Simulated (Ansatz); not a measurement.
Species: ZnI, net charge 0, doublet state. The spin state was set by rule; other spins were not relaxed. 
Coordinates optimised at B3LYP-D3(BJ)/def2-TZVP (Ansatz, a first-principles code):
```xyz
2

Zn     0.0000     0.0000    -1.6289
I      0.0000     0.0000     0.9220
```
Charge 0, spin multiplicity 2.

Basis-set convergence of Hartree-Fock and MP2 correlation energies (hartree) with Ansatz. Cores are frozen in the correlated levels unless marked. UHF or UKS for open shells. Spin-orbit coupling is left out. The frozen core is the preceding noble-gas configuration, with the filled d and f shells of earlier blocks. In def2 rows, elements after Kr have scalar-relativistic effective core potentials.

| basis | functions | E(HF) | E(corr, MP2) |
|---|---|---|---|
| def2-SVPD | 69 | -2074.26272 | -0.38260 |
| def2-TZVPPD | 126 | -2074.51185 | -0.60928 |
| def2-QZVPPD | 191 | -2074.55387 | -0.66306 |

Extrapolating the two largest sets (X = 3 and 4) as X^-3: E(corr) = (64·(-0.66306) - 27·(-0.60928))/37 = -0.7023 Eh, an estimate of the basis-set limit. The largest set recovers 94.4 % of it, the smallest 54.5 %.
